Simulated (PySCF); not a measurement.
C2H11GeNOSi.
Atom-mapped SMILES: `[CH3:1][CH2:2][O:3][GeH2:4][NH:5][SiH3:6]` (hydrogens: H7, H8, H9 on C1; H10, H11 on C2; H12, H13 on Ge4; H14 on N5; H15, H16, H17 on Si6)

Structure used (PBE0-D3(BJ)/def2-SVP), in Å, numbered top down from 1:
```xyz
17
C2H11GeNOSi angstrom
C      2.6265   -0.8799   -0.4531
C      1.5774   -0.2267    0.4175
O      0.9730    0.8229   -0.2952
Ge    -0.4809    1.6305    0.3427
N     -1.8022    0.4065    0.6661
Si    -2.6835   -0.5033   -0.5261
H      3.3813   -0.1414   -0.7618
H      3.1333   -1.6943    0.0868
H      2.1652   -1.2954   -1.3615
H      2.0446    0.1508    1.3507
H      0.8237   -0.9798    0.7244
H     -0.8881    2.5754   -0.7889
H     -0.1586    2.3057    1.6901
H     -1.9048    0.1288    1.6377
H     -4.1333   -0.5890   -0.1650
H     -2.1878   -1.9067   -0.7004
H     -2.5282    0.2194   -1.8234
```

Theory: PBE0-D3(BJ)/def2-SVP geometry optimisation, gas phase (PySCF).

Take the most abundant isotopes and a rigid rotor. The values belong to one conformer with, in the numbering `[CH3:1][CH2:2][O:3][GeH2:4][NH:5][SiH3:6]`, C1–C2–O3–Ge4 170°, C2–O3–Ge4–N5 -56°, O3–Ge4–N5–Si6 -68°.

(1) What are A, B and C (GHz)?

(2) Classify the top.

(3) What does the inertial defect say?

(4) Give the other two planar moments, Paa and Pbb, and the rms extents of the mass along the axes.

(5) Where do the levels up to J = 5 lie, in cm⁻¹?

(6) Which lines would a microwave search look for?

Answers

(1) Ia = 216.65, Ib = 453.86, Ic = 616.43 u·Å²; 505379 MHz·u·Å²/I gives 2333, 1114 and 819.8 MHz, that is A = 2.3327, B = 1.1135, C = 0.8198 GHz.

(2) An asymmetric top. Ray's parameter κ = (2B − A − C)/(A − C) = -0.612; −1 is the prolate and +1 the oblate limit.

(3) Not planar: Δ = Ic − Ia − Ib = -54.08 u·Å². For a rigid frame Δ = −2 Σ m c², so Σ m c² = 27.04 u·Å² lies off the ab plane: 13.03 from hydrogen and 14.01 from heavier atoms. The atom farthest from that plane is 1.68 Å away.

(4) Paa = Σ m a² = (Ib + Ic − Ia)/2 = 426.82 and Pbb = Σ m b² = (Ia + Ic − Ib)/2 = 189.61 u·Å². With the mass M = 166.98 u, the rms extents √(P/M) along a, b and c are 1.60, 1.07, 0.40 Å.

(5) Above 0(0,0):
J = 1: 1(0,1) 0.0645, 1(1,1) 0.1052, 1(1,0) 0.1150
J = 2: 2(0,2) 0.1919, 2(1,2) 0.2243, 2(1,1) 0.2537, 2(2,1) 0.3757, 2(2,0) 0.3773
J = 3: 3(0,3) 0.3794, 3(1,3) 0.4022, 3(1,2) 0.4608, 3(2,2) 0.5692, 3(2,1) 0.5768, 3(3,1) 0.7979, 3(3,0) 0.7981
J = 4: 4(0,4) 0.6236, 4(1,4) 0.6379, 4(1,3) 0.7347, 4(2,3) 0.8259, 4(2,2) 0.8472, 4(3,2) 1.0586, 4(3,1) 1.0597, 4(4,1) 1.3752, 4(4,0) 1.3752
J = 5: 5(0,5) 0.9223, 5(1,5) 0.9304, 5(1,4) 1.0731, 5(2,4) 1.1449, 5(2,3) 1.1898, 5(3,3) 1.3850, 5(3,2) 1.3892, 5(4,2) 1.7011, 5(4,1) 1.7012, 5(5,1) 2.1080, 5(5,0) 2.1080
Those of J = 1 are B + C, A + C and A + B.

(6) The dipole components are |μa| = 0.26 D, |μb| = 0.32 D, |μc| = 1.78 D. The squared components, which scale the intensities, stand as 0.02 : 0.03 : 1.00 (a : b : c). Some lines, for components of 0.1 D or more:

```csv
type,branch,"J(Ka,Kc)",MHz,lower level (cm⁻¹)
a,Q,"4(2,2) ← 4(2,3)",638,0.826
c,Q,"2(1,2) ← 2(0,2)",972,0.192
b,R,"4(2,2) ← 3(3,1)",1477,0.798
b,Q,"3(1,2) ← 3(0,3)",2442,0.379
c,Q,"3(2,2) ← 3(1,2)",3249,0.461
b,Q,"3(2,1) ← 3(1,2)",3477,0.461
b,Q,"2(2,0) ← 2(1,1)",3705,0.254
b,Q,"3(2,2) ← 3(1,3)",5006,0.402
a,R,"3(0,3) ← 2(0,2)",5620,0.192
b,Q,"4(2,3) ← 4(1,4)",5638,0.638
a,R,"3(2,1) ← 2(2,0)",5980,0.377
c,Q,"3(3,1) ← 3(2,1)",6630,0.577
b,Q,"3(3,0) ← 3(2,1)",6635,0.577
b,Q,"3(3,1) ← 3(2,2)",6858,0.569
b,R,"4(1,4) ← 3(0,3)",7750,0.379
c,R,"4(1,3) ← 3(0,3)",10654,0.379
c,R,"4(3,2) ← 3(2,2)",14672,0.569
b,R,"4(4,0) ← 3(3,1)",17306,0.798
```

Not checked by PBE0-D3(BJ)/def2-SVP frequencies. Zero-point vibration and centrifugal distortion are left out. A rigid rotor knows nothing of internal rotation, which can split or shift real lines. Quadrupole hyperfine structure (14N) is left out.
